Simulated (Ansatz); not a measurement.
A nudged elastic band was laid between two geometries of C₂H₇AlOS (12 atoms, charge 0, multiplicity 1).

All numbers below come from Ansatz, RKS PBE0/6-31G*.

| Quantity | Value |
| --- | --- |
| movable images | 7 |
| climbing image | yes |
| spring | 5.0 eV/Å² |
| optimiser | fire |
| start path | IDPP |
| force threshold | 0.05 eV/Å |
| iteration limit | 60 |
| end points | relaxed |
| largest step | 0.5 Å |

First end point:

```xyz
12
Properties=species:S:1:pos:R:3
C -1.685 0.912 0.897
Al -0.351 -0.508 0.690
O 1.364 0.005 0.575
C 1.840 -0.483 -0.599
S 0.368 -0.806 -1.766
H -2.091 1.240 -0.069
H -2.536 0.584 1.506
H -1.253 1.798 1.378
H -0.574 -2.021 1.152
H 2.515 0.208 -1.120
H 2.314 -1.474 -0.531
H 0.166 0.489 -2.079
```

Last end point:

```xyz
12
Properties=species:S:1:pos:R:3
C -1.480 1.063 1.041
Al -0.152 -0.361 0.845
O 1.480 0.097 0.256
C 1.683 -0.591 -0.896
S -0.010 -1.119 -1.600
H -1.332 1.884 0.330
H -2.498 0.675 0.901
H -1.446 1.500 2.048
H -0.218 -1.740 1.647
H 2.184 -0.005 -1.677
H 2.201 -1.554 -0.775
H -0.336 0.095 -2.084
```

(1) Which bonds break or form, and what moves?

(2) Give the energies along the band, and the barrier.

The band took 18 iterations and roughly 10 core-minutes.

Answers

(1) No bond is made or broken. The dihedral H8–C1–Al2–S5 goes from -108 to -172°.

(2) The run converged. The highest image is number 0 of 0 to 8, 0.000 eV above the first end and 0.014 eV above the last; the last end lies 0.014 eV below the first. The highest image is an end point: on this band no image between the ends rises above it.

```tsv
image	path coordinate (Å)	energy (eV)	dihedral H8–C1–Al2–S5 (°)
0	0.00	0.000	-108
1	0.23	0.000	-116
2	0.46	-0.002	-124
3	0.68	-0.004	-132
4	0.89	-0.006	-140
5	1.11	-0.009	-148
6	1.33	-0.012	-155
7	1.56	-0.014	-163
8	1.79	-0.014	-172
```

Run time: 5.4 min on 2 threads of AMD EPYC 7B13 (Zen 3), on a shared host, peak memory 0.25 GiB.
